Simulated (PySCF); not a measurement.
Molecule: SMILES CSc1ccccc1, C₇H₈S.

Geometry:
```csv
atom,x (Å),y (Å),z (Å)
C1,-2.853,-0.903,-0.479
S2,-2.073,0.702,-0.690
C3,-0.401,0.411,-0.216
C4,0.103,-0.825,0.205
C5,1.446,-0.949,0.560
C6,2.303,0.147,0.501
C7,1.800,1.380,0.081
C8,0.464,1.516,-0.275
H9,-3.905,-0.762,-0.764
H10,-2.410,-1.664,-1.137
H11,-2.815,-1.242,0.567
H12,-0.544,-1.701,0.261
H13,1.823,-1.921,0.886
H14,3.353,0.044,0.780
H15,2.459,2.251,0.029
H16,0.079,2.485,-0.603
```

Geometry PBE0-D3(BJ)/def2-SVP throughout; GIAO in PySCF 2.14.0 with density-fitted response routines, gas phase, one conformer, non-relativistic; equivalent atoms averaged; functional PBE0.

Question: How do the absolute shieldings σ depend on the basis set? (a selection of nuclei; ppm; last column core-seconds on 1 thread of an Arm Neoverse V1, shared host)

Answer: 
```
  basis set  functions    C3  C5/C7    C6  C4/C8     C1     S2  H13/H15  H12/H16  H9/H10/H11  core-s
   pcSseg-0         92  43.1   54.8  60.1   61.3  175.8  558.8    25.62    26.04       30.75     8.8
    cc-pVDZ        156  52.8   68.3  74.3   74.4  180.4  554.9    24.12    24.42       29.17      20
   def2-SVP        156  52.2   67.0  73.1   73.3  178.4  563.4    24.21    24.53       29.33      20
   pcSseg-1        183  36.7   50.2  56.2   56.5  167.6  495.5    23.91    24.22       29.02      29
aug-cc-pVDZ        260  50.7   67.5  73.6   73.1  177.4  553.4    23.90    24.12       29.02      48
  def2-TZVP        302  37.1   52.8  59.2   58.9  170.1  465.1    24.00    24.23       29.22      68
```

Question: Which nucleus among those listed moves most, in ppm?

Answer: S2 (sulfide sulfur): from 465.1 ppm with def2-TZVP to 563.4 ppm with def2-SVP. The smallest spread is 1.72 ppm, at H13/H15. Proton shifts span only some 12 ppm, so a few tenths of a ppm matter as much there as several ppm in carbon.

Question: Taking the largest basis, def2-TZVP (302 functions), as the yardstick, rank the others by their worst heavy-atom deviation.

Answer: pcSseg-1 30.3 ppm (183 functions), aug-cc-pVDZ 88.3 ppm (260 functions), cc-pVDZ 89.8 ppm (156 functions), pcSseg-0 93.7 ppm (92 functions), def2-SVP 98.3 ppm (156 functions).

A small basis that lands close on one nucleus may do so by chance; judge by the trend and by all nuclei.
